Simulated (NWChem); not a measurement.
System: SnCl, doublet; SMILES [Cl][Sn]

NWChem printed, in part:

```
             Northwest Computational Chemistry Package (NWChem) 7.3.0
             --------------------------------------------------------

                             Geometry "geometry" -> ""
                             -------------------------

 Output coordinates in angstroms (scale by  1.889725989 to convert to a.u.)

  No.       Tag          Charge          X              Y              Z
 ---- ---------------- ---------- -------------- -------------- --------------
    1 Sn                  50.0000     0.00000000     0.00000000    -0.63575200
    2 Cl                  17.0000     0.00000000     0.00000000     1.80046400

 Effective nuclear repulsion energy (a.u.)     184.6308626369

                                 NWChem DFT Module
                                 -----------------

 Summary of "ao basis" -> "ao basis" (spherical)
 ------------------------------------------------------------------------------
       Tag                 Description            Shells   Functions and Types
 ---------------- ------------------------------  ------  ---------------------
 Sn                        def2-svpd                12       32   5s4p3d
 Cl                        def2-svpd                11       27   5s4p2d

            General Information
            -------------------
          SCF calculation type: DFT
          Wavefunction type:  spin polarized.
          No. of atoms     :     2
          No. of electrons :    39
           Alpha electrons :    20
            Beta electrons :    19
          Charge           :     0
          Spin multiplicity:     2
          Use of symmetry is: off; symmetry adaption is: off
          Maximum number of iterations: 150
          AO basis - number of functions:    59
                     number of shells:    23
          Convergence on energy requested:  1.00D-06
          Convergence on density requested:  1.00D-05
          Convergence on gradient requested:  5.00D-04

              XC Information
              --------------
                         B3LYP Method XC Potential
                     Hartree-Fock (Exact) Exchange  0.200
                        Slater Exchange Functional  0.800 local
                    Becke 1988 Exchange Functional  0.720 non-local
              Lee-Yang-Parr Correlation Functional  0.810
                  VWN I RPA Correlation Functional  0.190 local

[...]

                                NWChem TDDFT Module
                                -------------------

            General Information
            -------------------
           No. of orbitals :     118
            Alpha orbitals :      59
             Beta orbitals :      59
        Alpha frozen cores :       0
         Beta frozen cores :       0
     Alpha frozen virtuals :       0
      Beta frozen virtuals :       0
         Spin multiplicity :       2
    Number of AO functions :      59
        Use of symmetry is : off
      Symmetry adaption is : off
         Schwarz screening :  0.10D-07

              XC Information
              --------------
                  B3LYP Method XC Potential
              Hartree-Fock (Exact) Exchange   0.20
                 Slater Exchange Functional   0.80 local
             Becke 1988 Exchange Functional   0.72 non-local
       Lee-Yang-Parr Correlation Functional   0.81
           VWN I RPA Correlation Functional   0.19 local

             TDDFT Information
             -----------------
          Calculation type : Tamm-Dancoff TDDFT
         Wavefunction type : Unrestricted
          No. of electrons :      39
           Alpha electrons :      20
            Beta electrons :      19
              No. of roots :       8
          Max subspacesize :    5600
            Max iterations :     100
               Target root :       1
           Target symmetry : none
      Symmetry restriction : off
                 Algorithm : Optimal
        Davidson threshold :  0.10D-03

    8 smallest eigenvalue differences (eV)
--------------------------------------------------------
  No. Spin  Occ  Vir  Irrep   E(Occ)    E(Vir)   E(Diff)
--------------------------------------------------------
    1    1   20   21 a        -0.177    -0.128     1.356
    2    1   20   22 a        -0.177    -0.048     3.508
    3    1   20   23 a        -0.177     0.008     5.033
    4    1   19   21 a        -0.316    -0.128     5.137
    5    1   18   21 a        -0.317    -0.128     5.150
    6    2   19   20 a        -0.309    -0.119     5.170
    7    1   17   21 a        -0.321    -0.128     5.271
    8    2   18   20 a        -0.314    -0.119     5.282
--------------------------------------------------------

  Entering Davidson iterations
  Unrestricted

  Iter   NTrls   NConv    DeltaV     DeltaE      Time
  ----  ------  ------  ---------  ---------  ---------
    1      8       0     0.86E-01   0.10+100        3.4
    2     16       0     0.27E-01   0.15E-01        3.6
    3     24       1     0.13E-01   0.21E-02        3.6
    4     31       3     0.50E-02   0.37E-03        3.4
    5     36       6     0.22E-02   0.60E-04        2.9
    6     38       7     0.88E-03   0.11E-04        2.1
    7     39       7     0.11E-03   0.74E-06        1.9
    8     40       8     0.66E-04   0.16E-07        1.9
  ----  ------  ------  ---------  ---------  ---------
  Convergence criterion met

  Ground state a        -674.480089365432 a.u.
  <S2> =   0.7522

  ----------------------------------------------------------------------------
  Root   1         a              0.000489497 a.u.                0.0133 eV
  <S2> =   0.7562
  ----------------------------------------------------------------------------
     Transition Moments    X -0.00000   Y -0.00000   Z -0.00000
     Dipole Oscillator Strength                    0.0000000000
     Electric Quadrupole                           0.0000000000
     Magnetic Dipole                               0.0000000044
     Total Oscillator Strength                     0.0000000044

[...]
```

Level: B3LYP/def2-SVPD with def2 effective core potentials on Sn, spin-unrestricted, TDA. The state is orbitally degenerate and is run as one real component. Structure relaxed at the PBE0/def2-SVP, spin-unrestricted level. No stability test was run on the SCF state. B3LYP is NWChem's, with the RPA form of VWN correlation. def2 effective core potentials on Sn; no spin-orbit coupling.

Problem. Which NWChem input produces such a log?

Solution. Several could match; the one computed here: the input that was run:
```
start job
memory heap 200 mb stack 900 mb global 1100 mb
geometry units angstroms noautosym nocenter noautoz
  Sn     0.000000     0.000000    -0.635752
  Cl     0.000000     0.000000     1.800464
end
basis spherical
  Sn library def2-svpd
  Cl library def2-svpd
end
ecp
  Sn library def2-ecp
end
dft
  odft
  mult 2
  xc b3lyp
  iterations 150
end
tddft
  cis
  nroots 8
end
task tddft energy
```
